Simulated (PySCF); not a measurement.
**Molecular orbitals of CsSr**

r²SCANh at R = 4.974 Å; Cs def2-SVP with ECP46, Sr def2-SVP with ECP28; scalar-relativistic core potentials (PySCF 2.14). State: ²Σ⁺ (doublet), unpaired electrons σ ↑. Only the outer orbitals are listed, counted within each symmetry, core potentials removing the inner ones.

```tsv
spin	orbital	occ.	ε (eV)	on Cs (%)	main shells (%)
α	1π	1	-24.35	0	100 Sr p
α	1π	1	-24.35	0	100 Sr p
α	3σ	1	-24.30	0	100 Sr p
α	2π	1	-14.67	100	100 Cs p
α	2π	1	-14.67	100	100 Cs p
α	4σ	1	-14.61	99	100 Cs p
α	5σ	1	-3.79	13	86 Sr s, 10 Cs s
α	6σ	1	-2.51	67	67 Cs s, 22 Sr p, 9 Sr s
α	3π	0	-1.12	36	62 Sr p, 27 Cs p, 9 Cs d
α	3π	0	-1.12	36	62 Sr p, 27 Cs p, 9 Cs d
α	7σ	0	-1.11	50	49 Sr p, 32 Cs p, 17 Cs s
β	1π	1	-24.34	0	100 Sr p
β	1π	1	-24.34	0	100 Sr p
β	3σ	1	-24.27	0	100 Sr p
β	2π	1	-14.63	100	100 Cs p
β	2π	1	-14.63	100	100 Cs p
β	4σ	1	-14.56	100	100 Cs p
β	5σ	1	-3.62	1	96 Sr s
β	6σ	0	-1.37	55	45 Cs s, 35 Sr p, 10 Cs p
β	3π	0	-1.12	15	68 Sr p, 17 Sr d, 10 Cs p
β	3π	0	-1.12	15	68 Sr p, 17 Sr d, 10 Cs p
```

Which are the highest filled and the lowest empty level, where do they sit, and how wide is the gap?

Highest filled α 6σ at -2.51 eV (in %: 67 Cs s, 22 Sr p, 9 Sr s); lowest empty β 6σ at -1.37 eV (in %: 45 Cs s, 35 Sr p, 10 Cs p); the gap at r²SCANh is 1.14 eV.

| Quantity | Value |
| --- | --- |
| bond order (Mayer) | 0.42 |
| ⟨S²⟩ | 0.778 |
| charge on Cs (Mulliken, basis-dependent) | 0.19 |
| charge on Cs (Löwdin, basis-dependent) | -0.07 |
| dipole moment (positive dipole means Cs(−)Sr(+)) | -3.16 D |

Spin–orbit coupling is left out. The state is the lowest determinant that a PBE0 search found; another state may lie lower at other levels.
